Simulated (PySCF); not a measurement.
Structure problem from calculated spectra and properties.

Formula: C7H18Si.

| Item | Value |
| --- | --- |
| NMR, other nuclei | isotropic shieldings of nuclei other than C and H, by class: 419 (1 Si) ppm [GIAO PBE0/pcSseg-1] |
| 1H NMR | chemical shifts (computed TMS as zero) by class: 3.84 (3 H), 1.50 (1 H), 1.30 (1 H), 1.24 (1 H), 1.10 (1 H), 1.02 (3 H), 0.99 (1 H), 0.85 (3 H), 0.80 (3 H), 0.50 (1 H) ppm [GIAO PBE0/pcSseg-1] |
| Dipole | 0.70 D [PBE0/pcSseg-1] |
| Rotational structure | rotational constants A, B, C: 3.437, 0.637, 0.613 GHz [GFN2-xTB] |
| 13C NMR | chemical shifts (computed TMS as zero) by class: 46.4 (1 C), 38.9 (1 C), 38.9 (1 C), 24.3 (1 C), 16.9 (1 C), 12.7 (1 C), 10.3 (1 C) ppm [GIAO PBE0/pcSseg-1] |

Gas-phase values; electronic properties from PySCF, density fitting. Levels stand in brackets. One conformer (not necessarily the lowest) at the GFN2-xTB geometry, without solvent, vibrations or thermal averaging. NMR values are class means; diastereotopic atoms form classes of their own.

Question: Give a SMILES that accounts for the data.

Answer: Numbering: `[CH3:1][CH:2]([CH3:3])[C@H:4]([CH3:5])[CH2:6][CH2:7][SiH3:8]`. Its formula, C7H18Si, gives 0 degrees of unsaturation, so no ring and no π bond. 7 carbons fall into 7 classes; from least to most shielded: sp3 CH carbon [C4] (46.4 ppm), sp3 CH carbon [C2] (38.9 ppm), chain CH2 carbon [C6] (38.9 ppm), methyl carbon [C3] (24.3 ppm), methyl carbon [C1] (16.9 ppm), methyl carbon [C5] (12.7 ppm), sp3 carbon bound to silicon [C7] (10.3 ppm). Hydrogen classes from least to most shielded: 3 H on an SiH3 silicon, Si8 (3.84 ppm), 1 H on an sp3 CH carbon, C2 (1.50 ppm), 1 H on a chain CH2 carbon, C6 (1.30 ppm), 1 H on a chain CH2 carbon, C6 (1.24 ppm), 1 H on an sp3 CH carbon, C4 (1.10 ppm), 3 H on a methyl carbon, C3 (1.02 ppm), 1 H on an sp3 carbon bound to silicon, C7 (0.99 ppm), 3 H on a methyl carbon, C5 (0.85 ppm, a mean of values up to 0.9 ppm apart in this geometry), 3 H on a methyl carbon, C1 (0.80 ppm), 1 H on an sp3 carbon bound to silicon, C7 (0.50 ppm). The other shieldings belong to: 419 ppm, SiH3 silicon [Si8]. The optimised geometry has point group C1 and is an asymmetric top. Structure: `CC(C)[C@H](C)CC[SiH3]`. The assignments are read from this structure; whether some other isomer fits the data as well wasn't checked. The mirror image fits equally.

Conformer computed: `[CH3:1][CH:2]([CH3:3])[C@H:4]([CH3:5])[CH2:6][CH2:7][SiH3:8]`: C1–C2–C4–C5 53°, C2–C4–C6–C7 -164°, C4–C6–C7–Si8 179°.
